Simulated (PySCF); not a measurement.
Gas-phase thermal properties of Se(CH3)2

Computed with PySCF (xtb for GFN2) and rigid-rotor harmonic-oscillator thermochemistry at 1 bar. 6-31G* has spherical d functions here. All species are closed-shell singlets. B3LYP is the form with VWN-RPA correlation. Se: all electrons, no relativistic terms. The harmonic model lacks anharmonicity and excited electronic states, which grow with temperature; levels with a mode under 35 cm⁻¹ are left out. Internal rotation in Se(CH3)2 is treated as a harmonic vibration of one conformer, which makes the entropy rough.

```
level           point group  σ  ZPE (kJ/mol)  S°298 (J/mol/K)  Cp298 (J/mol/K)  S°1000 (J/mol/K)  H1000 − H298 (kJ/mol)
--------------  -----------  -  ------------  ---------------  ---------------  ----------------  ---------------------
B3LYP/6-31G*            C2v  2         196.8            300.9             75.8             434.7                   82.8
GFN2-xTB                C2v  2         188.8            302.1             77.7             439.2                   84.7
HF/6-31G*               C2v  2         210.1            296.7             71.9             424.6                   79.3
PBE/def2-SVP            C2v  2         188.9            301.4             77.9             439.2                   85.1
PBE0/def2-TZVP          C2v  2         195.5            299.8             75.7             434.4                   83.3
```
σ: rotational symmetry number. Electronic degeneracy used: 1. Frequencies are unscaled.
